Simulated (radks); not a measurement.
Charge is removed step by step from the 5p (averaged over the sub-levels emptied) level of Ce2+, starting from [Xe] 4f2. All-electron calculation, Dirac Kohn-Sham, PBE, spin-unpolarised, spherical densities, point nucleus; open shells are shared between the two j in proportion to 2j + 1. Program: a radial shooting solver on a logarithmic mesh with Libxc functionals.

| removed (e) | E - E(0) (eV) | eigenvalue (eV) | E minus straight line (eV) |
|---|---|---|---|
| 0 | 0.000 | -33.290 | 0.000 |
| 0.1 | 3.385 | -34.402 | -0.513 |
| 0.2 | 6.881 | -35.525 | -0.915 |
| 0.3 | 10.490 | -36.657 | -1.204 |
| 0.4 | 14.212 | -37.797 | -1.379 |
| 0.5 | 18.049 | -38.945 | -1.440 |
| 0.6 | 22.002 | -40.101 | -1.385 |
| 0.7 | 26.070 | -41.265 | -1.215 |
| 0.8 | 30.255 | -42.436 | -0.927 |
| 0.9 | 34.557 | -43.614 | -0.523 |
| 1 | 38.978 | -44.799 | 0.000 |

Removing the whole electron costs 38.978 eV by Delta-SCF, against 33.290 eV from minus the eigenvalue at the starting occupation. Slater's transition state (half an electron removed) gives 38.945 eV. Integrating minus the eigenvalue over the occupation (Janak's theorem) gives 38.978 eV. The mean slope of the eigenvalue, de/dn, is 11.5 eV per electron.
